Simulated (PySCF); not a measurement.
C3H3, SMILES c1c[cH+]1, charge +1. Atoms are numbered in the order given.

```xyz
6

C      0.7895     0.0000     0.0000
C     -0.3948     0.6838     0.0000
C     -0.3948    -0.6838     0.0000
H      1.8794     0.0000     0.0000
H     -0.9397     1.6276     0.0000
H     -0.9397    -1.6276     0.0000
```
Charge +1, spin multiplicity 1.

Geometry: PBE-D3(BJ)/def2-TZVP.

These are PBE/pcSseg-2 (PySCF) values and carry that method's errors.

GIAO shieldings, no solvent; atoms alike by connectivity are averaged. δ = σ(ref) − σ: ¹³C against TMS (σ = 181.4 ppm); ¹H against TMS (σ = 31.47 ppm), references at their B3LYP-D3(BJ)/def2-TZVP geometries, non-relativistic.

```
nucleus       atoms  count  δ (ppm)
-------  ----------  -----  -------
¹³C      C1, C2, C3      3    189.4
¹H       H4, H5, H6      3    11.00
```
